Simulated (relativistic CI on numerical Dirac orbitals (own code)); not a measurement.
# d1 to d9 in one tetrahedral field

Computed with a parametric ligand-field model without spin-orbit coupling, by exact diagonalisation: B = 920, C = 4190, 10Dq = -6200 cm⁻¹ (Td; |10Dq|/B = 6.7) for every shell. Energies in cm⁻¹; the field energy is (0.6 n_e − 0.4 n_t2) × 10Dq of the ground term; g labels are left out.

| Shell | Ground term | Electrons in e | Field energy | First spin-allowed bands | Lowest term of other spin |
| --- | --- | --- | --- | --- | --- |
| d1 | 2E | 1.000 | -3720 | 2T2 6200 |  |
| d2 | 3A2 | 2.000 | -7440 | 3T2 6200, 3T1 10583 | 1E 15017 |
| d3 | 4T1 | 1.898 | -4325 | 4T2 5304, 4A2 11504 | 2E 12973 |
| d4 | 5T2 | 2.000 | -2480 | 5E 6200 | 3T1 16537 |
| d5 | 6A1 | 2.000 | 0 | none | 4T1 26500 |
| d6 | 5E | 3.000 | -3720 | 5T2 6200 | 3T1 17090 |
| d7 | 4A2 | 4.000 | -7440 | 4T2 6200, 4T1 10583 | 2E 18459 |
| d8 | 3T1 | 3.898 | -4325 | 3T2 5304, 3A2 11504 | 1T2 14266 |
| d9 | 2T2 | 4.000 | -2480 | 2E 6200 |  |

Every shell keeps the spin of the free ion. Tetrahedral fields of 3d complexes are almost always too weak to pair spins. High-spin d^(n+5) repeats the spin-allowed bands of d^n, since the half-filled shell is spherical.
